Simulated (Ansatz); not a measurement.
Consider the isomerisation: `BB[SiH](O)C=N` → `BB1OCN1[SiH3]`.

Program: Ansatz. Geometries: PBE0-D4/def2-TZVP. ΔE: electronic, gas phase. CCSD(T)/CBS adds triple-zeta CCSD(T) − MP2 to the extrapolated MP2 energy (def2 sets, frozen cores). Functionals use def2-TZVPP. B3LYP here is the variant with VWN-RPA as its local correlation; programs differ in this. One conformer a species, not always the lowest.

`BB[SiH](O)C=N`:

Cartesian coordinates in Å:
```
B 1.529 0.014 -2.217
B 0.693 -0.892 -1.182
Si 0.370 -0.201 0.681
O 0.774 1.372 0.928
C -1.468 -0.272 1.147
N -1.965 0.843 1.500
H 0.981 0.815 -2.925
H 2.726 -0.017 -2.281
H 0.240 -1.982 -1.401
H 1.117 -1.115 1.599
H 0.012 1.855 1.279
H -2.058 -1.198 1.118
H -2.952 0.778 1.754
```

`BB1OCN1[SiH3]`:

Cartesian coordinates in Å:
```
B -0.299 -1.029 -2.203
B -0.495 0.091 -0.959
O -1.270 1.255 -0.924
C -0.793 1.443 0.408
N 0.015 0.230 0.375
Si 1.050 -0.543 1.509
H 0.568 -0.919 -3.022
H -1.014 -1.983 -2.313
H -0.218 2.369 0.503
H -1.613 1.423 1.134
H 1.573 -1.760 0.840
H 0.316 -0.920 2.747
H 2.179 0.342 1.906
```

| level | ΔE (kJ/mol) |
| --- | --- |
| PBE0-D4 | -146.5 |
| ωB97M-V | -146.8 |
| B3LYP | -132.8 |
| MP2/def2-TZVPP | -160.2 |

(1) What does CCSD(T)/CBS give? (Estimate.)

Largest T1 diagnostic among the species: 0.014.

Results:

(1) Ansatz gave: -142.8 kJ/mol. The listed levels differ from it by -3.7, -4.0, 10.0, -17.4 kJ/mol.

From PBE to PBE0 (25 % exact exchange), in def2-TZVPP and without D4, ΔE moves by −18.0 kJ/mol.
